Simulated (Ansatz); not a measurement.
In₄Sn, relaxed as a singlet with RKS r2SCAN-D4/def2-SVP in Ansatz, starting from the GFN2-xTB geometry. Force threshold 0.02 eV/Å.

In the def2 sets In, Sn take a core potential; there is no spin–orbit coupling. Another isomer (singlet) lies 0.18 eV lower at PBE0-D4/def2-TZVP; other spin states weren't run for this one.

Start:

```csv
atom,x (Å),y (Å),z (Å)
In1,2.580,1.161,0.759
In2,-0.165,2.845,0.512
In3,-0.896,-1.656,-2.195
In4,-1.533,-2.333,0.896
Sn5,0.014,-0.018,0.028
```

(1) Estimate the energy that the relaxation releases and the steps that it takes.

(2) Does the start keep its bonding and symmetry?

(3) Predict the relaxed structure.

Results:

(1) 8.4 kcal/mol, in 8 steps; 27 s on 4 threads of Arm Neoverse V1 on a shared host. The force fell under the threshold at step 7, but the optimiser went on and released 0.002 eV more. No frequencies were taken in this run, so the end may be a saddle point.

(2) Bonds lost: In1–In2, In3–In4 (atoms count from 1). Point group C2 at the start, D2d at the end, both within 0.05 Å.

(3) 
```xyz
5

In    2.7957    0.1219    0.6015
In   -1.1743    2.5939    0.2899
In   -0.3450   -0.8971   -2.6959
In   -1.2765   -1.8188    1.8044
Sn    0.0002    0.0001    0.0001
```
Bond lengths (bridged metal pairs left out): 4 × In–Sn 2.86 Å.
